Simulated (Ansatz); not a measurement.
Relaxation of F2H4OW (8 atoms, charge 0, multiplicity 1), to a largest force component of 0.02 eV/Å in at most 40 steps.

Level of theory: RKS PBE/def2-SVP (Ansatz 0.2.0).

```xyz
8
Properties=species:S:1:pos:R:3
W 0.000 0.000 0.000
O 0.000 0.000 1.940
H -0.909 -0.281 2.277
H 1.720 0.000 0.000
F 0.000 1.850 0.000
H -1.720 0.000 0.000
H 0.000 -1.720 0.000
F 0.000 0.000 -1.850
```

**Question.** Where does it end, and by what steps?

**Answer.** The run converged. After 14 steps the energy has fallen by 3.267 eV; H6 moved furthest, 0.98 Å.

```json
{"step": "0", "energy less start (eV)": "0.0000", "largest force component (eV/Å)": "3.084", "accepted": "yes"}
{"step": "1", "energy less start (eV)": "-1.2729", "largest force component (eV/Å)": "1.668", "accepted": "yes"}
{"step": "2", "energy less start (eV)": "-2.1084", "largest force component (eV/Å)": "1.648", "accepted": "yes"}
{"step": "3", "energy less start (eV)": "-2.7557", "largest force component (eV/Å)": "1.317", "accepted": "yes"}
{"step": "4", "energy less start (eV)": "-3.1143", "largest force component (eV/Å)": "0.573", "accepted": "yes"}
{"step": "5", "energy less start (eV)": "-3.2183", "largest force component (eV/Å)": "0.487", "accepted": "yes"}
{"step": "6", "energy less start (eV)": "-3.2321", "largest force component (eV/Å)": "0.305", "accepted": "yes"}
{"step": "7", "energy less start (eV)": "-3.2445", "largest force component (eV/Å)": "0.311", "accepted": "yes"}
{"step": "8", "energy less start (eV)": "-3.2456", "largest force component (eV/Å)": "0.360", "accepted": "yes"}
{"step": "9", "energy less start (eV)": "-3.2607", "largest force component (eV/Å)": "0.233", "accepted": "yes"}
{"step": "10", "energy less start (eV)": "-3.2566", "largest force component (eV/Å)": "0.208", "accepted": "no"}
{"step": "11", "energy less start (eV)": "-3.2649", "largest force component (eV/Å)": "0.067", "accepted": "yes"}
{"step": "12", "energy less start (eV)": "-3.2655", "largest force component (eV/Å)": "0.068", "accepted": "yes"}
{"step": "13", "energy less start (eV)": "-3.2662", "largest force component (eV/Å)": "0.179", "accepted": "yes"}
{"step": "14", "energy less start (eV)": "-3.2667", "largest force component (eV/Å)": "0.012", "accepted": "yes"}
```

```xyz
8
Properties=species:S:1:pos:R:3
W -0.038 0.243 0.035
O -0.335 0.121 1.844
H -0.807 -0.119 2.659
H 1.468 -0.506 0.058
F 0.288 2.148 -0.077
H -1.311 -0.876 -0.126
H 0.057 -1.475 -0.210
F -0.231 0.313 -1.816
```

Whether the end is a true minimum wasn't checked by a vibrational analysis.

Time of the run: 59 s on 1 thread of Arm Neoverse V1, with other jobs on the host, peak memory 0.13 GiB.
